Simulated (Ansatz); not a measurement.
Consider the ligand exchange at the Al–C bond: `[AlH2][CH]([AlH2])[GeH3]` + `C1N[SiH2]1` → `[AlH2][N]1C[SiH2]1` + `[AlH2][CH2][GeH3]`.

Calculated with Ansatz (gas phase, PBE0-D4/def2-TZVP geometries, no zero-point term in ΔE). CCSD(T)/CBS adds triple-zeta CCSD(T) − MP2 to the extrapolated MP2 energy (def2 sets, frozen cores). Functionals use def2-TZVPP. For Ge outer-core shells are correlated without core-valence functions, which leaves a few kJ/mol of doubt a bond. Scalar relativity is left out up to krypton.

Problem. Is it downhill or uphill in electronic energy at CCSD(T)/CBS, and by how much? (An estimate is asked.)

Solution. Ansatz gave: Downhill: ΔE = -80.8 kJ/mol.

Problem. What do these levels give: B97M-V, CAM-B3LYP-D4, ωB97M-V, revPBE, r2SCAN, r2SCANh, r2SCAN0, LC-ωPBE, RPA@PBE/def2-TZVPP, MP2/def2-TZVPP, CCSD(T)/def2-TZVPP, SCS-MP2/def2-QZVPP? (Estimate.)

Solution. The calculation gave: B97M-V -85.7, CAM-B3LYP-D4 -91.7, ωB97M-V -82.4, revPBE -79.7, r2SCAN -82.0, r2SCANh -82.2, r2SCAN0 -82.4, LC-ωPBE -81.4, RPA@PBE/def2-TZVPP -81.8, MP2/def2-TZVPP -85.7, CCSD(T)/def2-TZVPP -83.1, SCS-MP2/def2-QZVPP -87.5 kJ/mol.

Largest T1 diagnostic among the species: 0.013.

At CCSD(T), def2-SVP lies −9.0 kJ/mol from the extrapolated value and def2-TZVPP −2.3 kJ/mol. Leaving LDA and LC-ωPBE aside and taking each functional with its dispersion term where it has one, the values, not all of them listed here, spread over 15.2 kJ/mol, from CAM-B3LYP-D4 to PBE-D4. In def2-TZVPP, CCSD(T) changes the Hartree–Fock value by +15.5 kJ/mol (the triples alone add +2.7 kJ/mol) and MP2 by +12.9 kJ/mol.
